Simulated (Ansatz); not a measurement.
Basis-set extrapolation for CH6ClNSi (`N[SiH2]CCl`) (PBE0-D4/def2-TZVP geometry, frozen core, the Gaussian-basis code of Ansatz). Multiplicity 1, RHF reference.

|  | def2-TZVPP | def2-QZVPP |
| --- | --- | --- |
| HF | -844.340431 | -844.367325 |
| MP2 correlation | -0.705438 | -0.761585 |
| CCSD(T) correlation | -0.785285 | not run |

Energies in hartree. Use E(X) = E(∞) + A·exp(−7.88·√X) for Hartree–Fock and E(X) = E(∞) + B·X^(−2.97) for correlation, with X = 3 and 4, and add CCSD(T) minus MP2 of the smaller set to the MP2 limit.

Question: What is the CCSD(T) energy at the basis-set limit?

Answer: HF limit: -844.367325 + (-0.026894) × 0.13774 = -844.37103. MP2 limit: -0.761585 + (-0.056147) × 0.74074 = -0.80318. Higher-order term: -0.785285 − (-0.705438) = -0.07985. Total: -845.25406 hartree, 3.49 eV below CCSD(T)/def2-TZVPP.
